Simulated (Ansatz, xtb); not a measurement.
**C5H5NSSe: which of two isomers lies lower**

We compare a, `CC(=S)c1cnc[se]1`, a singlet, with b, `CC(=S)c1ncc[se]1`, a singlet. Both are isolated molecules in the gas phase, relaxed with B3LYP-D3(BJ)/def2-SVP; the shapes shown needn't be the lowest conformers.

a (Å):

| atom | x (Å) | y (Å) | z (Å) |
| --- | --- | --- | --- |
| C | 0.7098 | 3.1952 | 1.7442 |
| C | 1.3500 | 2.5908 | 0.5178 |
| C | 0.8049 | 1.3300 | 0.0547 |
| C | -0.2382 | 0.5911 | 0.5881 |
| C | 0.1590 | -0.8342 | -1.0631 |
| N | -0.5814 | -0.5784 | -0.0224 |
| S | 2.6048 | 3.3291 | -0.2538 |
| Se | 1.4866 | 0.4378 | -1.4608 |
| H | 1.1998 | 4.1406 | 2.0034 |
| H | -0.3631 | 3.3804 | 1.5685 |
| H | 0.7836 | 2.5031 | 2.5997 |
| H | -0.7988 | 0.8994 | 1.4733 |
| H | 0.0281 | -1.7299 | -1.6775 |

b (Å):

```xyz
13

C     0.9881    3.2740    1.8194
C     1.5929    2.5733    0.6353
C     0.8516    1.4119    0.1498
C    -0.7677   -0.1242    0.0489
C    -0.0617   -0.6210   -1.0234
N    -0.2627    0.9750    0.6735
S     2.9890    3.0581   -0.0837
Se    1.4637    0.3964   -1.3406
H     1.6027    4.1308    2.1189
H    -0.0350    3.6043    1.5764
H     0.8840    2.5672    2.6588
H    -1.6984   -0.5618    0.4179
H    -0.3258   -1.4874   -1.6287
```

Q: Estimate which is lower in electronic energy at CCSD(T)/def2-SVP + ΔMP2/def2-TZVPP, and by roughly how much.

A: Too close to call at this level: CCSD(T)/def2-SVP + ΔMP2/def2-TZVPP gives E(b) − E(a) = −6.34 kJ/mol.

The same difference at several levels:

```csv
level,geometry,E(b) − E(a) (kJ/mol),departure from the last row (kJ/mol),"job, with rough time for the two"
GFN2-xTB,GFN2-xTB,−7.65,−1.31,"optimisation, 0.15 s"
HF/STO-3G,GFN2-xTB,−2.36,+3.98,"single point, 0.74 s"
r2SCAN-D4/def2-SVP,GFN2-xTB,−11.74,−5.41,"single point, 4.6 s"
B3LYP-D3(BJ)/def2-SVP,B3LYP-D3(BJ)/def2-SVP,−9.46,−3.13,"optimisation, 59 s"
HF/def2-SVP,B3LYP-D3(BJ)/def2-SVP,−3.57,+2.76,part of the CCSD(T) run
MP2/def2-SVP,B3LYP-D3(BJ)/def2-SVP,−16.18,−9.84,part of the CCSD(T) run
CCSD(T)/def2-SVP,B3LYP-D3(BJ)/def2-SVP,−9.56,−3.23,single point
CCSD(T)/def2-SVP + ΔMP2/def2-TZVPP,B3LYP-D3(BJ)/def2-SVP,−6.34,,"single point, 2.3 min"
```

As drawn, both hold the same kinds of bond in the same numbers.

The largest departure from CCSD(T)/def2-SVP + ΔMP2/def2-TZVPP is that of MP2/def2-SVP, 9.84 kJ/mol. The last row adds to CCSD(T) the change of the MP2 difference between the two basis sets, here +3.23 kJ/mol.

With thermal terms from frequencies at re-optimised GFN2-xTB minima (ideal gas, soft modes damped towards free rotors, one conformer each, 298.15 K, 1 atm): on the last row, ΔE + ΔZPE = −6.97, ΔH = −6.55, ΔG = −8.04 kJ/mol.

The correlated steps freeze 20 core orbitals; the filled d shell of Se is correlated, in a basis made for valence electrons. Run with Ansatz 0.2.0, xtb 6.7.1; the last row on 4 threads of Arm Neoverse V2 on a shared host.
